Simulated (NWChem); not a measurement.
## Correlation energy of GeS

```
Ge
S 1 2.0180
```
Charge 0, spin multiplicity 1.

Program: NWChem. All single points use one geometry, from PBE0/def2-SVP, a minimum by its harmonic frequencies.

Basis set: def2-TZVP. Each correlation energy counts from its own Hartree-Fock reference.

The Hamiltonian is non-relativistic. The correlated methods keep 14 core orbitals frozen. The structure started from a generated list of species. Coupled-cluster values serve here as a point of comparison, not as the truth.

Task: Order these methods by the correlation energy they give, lowest first: MP2, SCS-MP2, CR-CCSD[T], CR-CCSD(T), CCSD, CCSD+T(CCSD).

Result: CCSD+T(CCSD) (-422.8 mHa), CR-CCSD[T] (-417.0 mHa), CR-CCSD(T) (-415.7 mHa), CCSD (-398.4 mHa), MP2 (-387.5 mHa), SCS-MP2 (-368.3 mHa)
